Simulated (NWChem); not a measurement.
System: C2H6ClFSi; SMILES CC[SiH](F)Cl

Input file for NWChem:

```
start job
memory heap 200 mb stack 900 mb global 1100 mb
geometry units angstroms noautoz
  Si     0.571151     0.151188    -0.486059
  F      1.723333     0.067307     0.675695
  Cl    -0.804870     1.588071     0.112355
  C     -0.278711    -1.507787    -0.634198
  C     -0.966081    -1.981054     0.654316
  H      1.231201     0.620911    -1.743869
  H     -1.006159    -1.426908    -1.472157
  H      0.492862    -2.236131    -0.970545
  H     -1.734304    -1.253880     0.986035
  H     -1.464929    -2.960648     0.512216
  H     -0.235593    -2.091090     1.480886
end
basis spherical
  Si library 6-311g**
  F library 6-311g**
  Cl library 6-311g**
  C library 6-311g**
  H library 6-311g**
end
dft
  xc xtpss03 ctpss03
  iterations 150
  mulliken
end
task dft energy
```

Geometry: optimised at PBE-D3(BJ)/def2-SVP.

Give the results of this calculation. (TPSS/6-311G** (spherical d).) Quantities: basis functions; energy (Ha); highest occupied level (eV); orbital gap (eV); dipole (D).


| Quantity | Value |
|---|---|
| number of basis functions | 142 |
| energy (Ha) | -929.61 |
| highest occupied level (eV) | -7.61 |
| orbital gap (eV) | 7.43 |
| dipole (D) | 2.52 |
